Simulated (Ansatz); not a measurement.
```yaml
crystal:
  periodic: [false, false, false]
  atoms:
    - {symbol: C, position_ang: [-0.186734, -1.293105, 0.986461]}
    - {symbol: Se, position_ang: [1.377683, -0.654947, -0.013225]}
    - {symbol: Ge, position_ang: [0.300897, 1.150537, -0.928216]}
    - {symbol: F, position_ang: [-1.067433, 0.733742, -1.873808]}
    - {symbol: F, position_ang: [1.335472, 2.061096, -1.939213]}
    - {symbol: F, position_ang: [-0.334724, 2.238881, 0.234419]}
    - {symbol: H, position_ang: [-0.500364, -0.546690, 1.711621]}
    - {symbol: H, position_ang: [-0.992544, -1.547451, 0.302855]}
    - {symbol: H, position_ang: [0.156248, -2.188265, 1.502105]}
basis:
  gaussian: {orbitals: x2c-TZVPPall}
magnetization: {spin_polarized: true, initial_magnetization: 2}
hamiltonian: {xc: {name: LC-wPBE}}
accuracy: high
scf: {lower_state_search: off}
output: {forces: true}
```

```sh
$ ansatz run in.yaml --threads 4 --pin off --events-out ev --progress --plain --max-ram 11315MiB
```

Shortened log:

```
Functional definition: LC-wPBE
4358 factors; integrals over basis functions are off by at most 3.1e-8 eV
779 factors; integrals over basis functions are off by at most 2.1e-9 eV
mean field evaluation 1: about -132452.1285 eV, gradient 5.1e1 eV
mean field evaluation 2: about -132448.8069 eV, gradient 6.8e1 eV
mean field evaluation 4: about -132460.5609 eV, gradient 2.5e0 eV
mean field evaluation 8: about -132460.6327 eV, gradient 2.5e-1 eV
mean field evaluation 16: about -132460.6366 eV, gradient 1.1e-2 eV
mean field evaluation 32: about -132460.6366 eV, gradient 4.1e-6 eV
mean field -132460.63661908 eV, -4867.8386107071 hartree, gradient 8.1e-8 eV, S^2 2.011691; 0 other end points of the search recorded, 0 dependent functions left out
reference -132460.63661908 eV, -4867.8386107071 hartree; 52, 50 occupied and 210, 212 virtual orbitals, 4358 factors
Total energy: -132460.63661908 eV, -4867.8386107071 hartree
Relativity: scalar
Atom 0 at    -0.186734    -1.293105     0.986461 Å, force     0.584034     0.120022    -0.294736 eV/Å
Atom 1 at     1.377683    -0.654947    -0.013225 Å, force     2.848231    -4.859678     2.480877 eV/Å
Atom 2 at     0.300897     1.150537    -0.928216 Å, force    -2.330777     2.364984    -0.880097 eV/Å
Atom 3 at    -1.067433     0.733742    -1.873808 Å, force    -1.291295    -0.221698    -1.241298 eV/Å
Atom 4 at     1.335472     2.061096    -1.939213 Å, force     0.765255     0.613992    -0.703554 eV/Å
Atom 5 at    -0.334724     2.238881     0.234419 Å, force    -0.502948     1.398755     1.025300 eV/Å
Atom 6 at    -0.500364    -0.546690     1.711621 Å, force    -0.049245     0.237576    -0.148240 eV/Å
Atom 7 at    -0.992544    -1.547451     0.302855 Å, force    -0.052429     0.236829    -0.153258 eV/Å
Atom 8 at     0.156248    -2.188265     1.502105 Å, force     0.029173     0.109220    -0.084995 eV/Å
Dipole moment:     0.273494    -1.046508     0.652693 e Å
Checks for a lower state left out: stability, starts, cluster_reference, orbital_swaps, neighbouring_geometries, increment
```

Run time 33 s (4 threads of an Arm Neoverse V1 on a shared host); peak host memory 1.7 GiB.
